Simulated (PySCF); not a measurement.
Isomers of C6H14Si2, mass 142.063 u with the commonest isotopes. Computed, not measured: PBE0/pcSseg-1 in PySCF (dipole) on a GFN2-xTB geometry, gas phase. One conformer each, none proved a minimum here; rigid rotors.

Task: Order these by rotational constant C, smallest first.
A. `[CH:1]#[C:2][SiH2:3][CH2:4][C:5]([CH3:6])([CH3:7])[SiH3:8]` with C2–Si3–C4–C5 -178°, Si3–C4–C5–C6 176°
B. `C1C[SiH]2CC[SiH]1CC2`
C. `CC(C)(C)[SiH2]C#C[SiH3]`

Result: C (520.8 MHz), A (636.8 MHz), B (1478 MHz).

Task: Order these by rotational constant B, smallest first.
A. `CC(C)(C)[SiH2]C#C[SiH3]`
B. `C1C[SiH]2CC[SiH]1CC2`
C. `[SiH3:1][SiH2:2][C:3]1=[CH:4][CH2:5][CH2:6][CH2:7][CH2:8]1` with Si1–Si2–C3–C4 -115°, C3–C4–C5–C6 15°, C4–C5–C6–C7 -46°, C5–C6–C7–C8 64°, C6–C7–C8–C3 -49°
D. `[CH:1]#[C:2][SiH2:3][CH2:4][C:5]([CH3:6])([CH3:7])[SiH3:8]` with C2–Si3–C4–C5 -178°, Si3–C4–C5–C6 176°

Result: A (551.4 MHz), D (675.8 MHz), C (710.6 MHz), B (1479 MHz).

Task: Order these by rotational constant A, smallest first.
A. `[CH:1]#[C:2][SiH2:3][CH2:4][C:5]([CH3:6])([CH3:7])[SiH3:8]` with C2–Si3–C4–C5 -178°, Si3–C4–C5–C6 176°
B. `CC(C)(C)[SiH2]C#C[SiH3]`
C. `C1C[SiH]2CC[SiH]1CC2`

Result: C (1721 MHz), A (2481 MHz), B (2896 MHz).

```csv
SMILES,point group,Ia (u·Å²),Ib (u·Å²),Ic (u·Å²),κ,μa (D),μb (D),μc (D)
C#C[SiH2]CC(C)(C)[SiH3],C1,203.72,747.85,793.60,-0.96,0.33,0.90,0.19
CC(C)(C)[SiH2]C#C[SiH3],Cs,174.49,916.52,970.45,-0.97,0.30,0.54,0.00
C1C[SiH]2CC[SiH]1CC2,D3,293.73,341.65,341.90,-0.99,0.00,0.01,0.00
[SiH3][SiH2]C1=CCCCC1,C1,177.73,711.16,784.56,-0.94,1.25,0.11,0.14
```
